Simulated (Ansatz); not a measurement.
Compare A (`C[N](C)[Sn][OH]`) with its isomer B (`N=C(O)[CH2][SnH3]`).

Computed with Ansatz on PBE0-D4/def2-TZVP structures; ΔE is electronic, products minus reactants. CCSD(T)/CBS is the MP2 limit (def2-TZVPP, def2-QZVPP) plus CCSD(T) − MP2 in def2-TZVPP, frozen cores. Functionals use def2-TZVPP. B3LYP here is the variant with VWN-RPA as its local correlation; programs differ in this. def2 core potentials past Kr. For Sn outer-core shells are correlated without core-valence functions, which leaves a few kJ/mol of doubt a bond. Each species was taken in one conformer, which may not be the lowest.

A:

```xyz
12

C    -0.428    0.930    0.395
N     0.038   -0.295   -0.191
C    -1.010   -1.011   -0.872
Sn    1.918   -1.082   -0.150
O     2.806    0.285    0.982
H    -0.888    1.586   -0.359
H    -1.186    0.752    1.173
H     0.390    1.491    0.852
H    -1.828   -1.288   -0.190
H    -0.625   -1.936   -1.315
H    -1.452   -0.414   -1.683
H     2.265    0.983    1.359
```

B:

Z-matrix (Å, degrees):
```
C
Sn 1 2.168
C 1 1.481 2 110.8
H 1 1.092 2 106.1 3 119.9
H 1 1.088 2 108.9 3 -122.5
H 2 1.709 1 107.8 3 159.7
H 2 1.704 1 108.6 3 40.6
H 2 1.703 1 110.0 3 -80.7
O 3 1.350 1 111.5 2 68.0
N 3 1.266 1 129.5 2 -110.2
H 9 0.967 3 105.9 1 -179.0
H 10 1.014 3 111.5 1 -2.3
```

(1) Which isomer does CCSD(T)/CBS put lower? Give the gap. (Best estimate.)

(2) Give E(B) − E(A) in kcal/mol with r2SCAN-D4, HF/def2-TZVPP, PBE-D4, ωB97M-V, B3LYP-D4, BLYP-D4, B2PLYP. (An estimate is asked.)

(3) Does the order hold for the free energy at 298.15 K (harmonic terms from PBE0-D4)? (Estimate.)

Largest T1 diagnostic: 0.017.

Answers

(1) Computed: A, by 38.2 kcal/mol.

(2) Ansatz gave: r2SCAN-D4 35.3, HF/def2-TZVPP 28.4, PBE-D4 37.7, ωB97M-V 33.7, B3LYP-D4 39.7, BLYP-D4 42.7, B2PLYP 39.0. None reverses the order clearly.

(3) Ansatz gave: Yes: G(B) − G(A) = +32.4 kcal/mol, for one conformer each. Modes under 60 cm⁻¹, often nearly free rotors, make the harmonic entropy too high.

Leaving LDA and LC-ωPBE aside and taking each functional with its dispersion term where it has one, the values, not all of them listed here, spread over 12.1 kcal/mol, from B97M-V to BLYP-D4. LDA lies −3.0 kcal/mol from PBE without D4. From BLYP to BHLYP (50 % exact exchange), in def2-TZVPP and without D4, E(B) − E(A) moves by −5.7 kcal/mol.
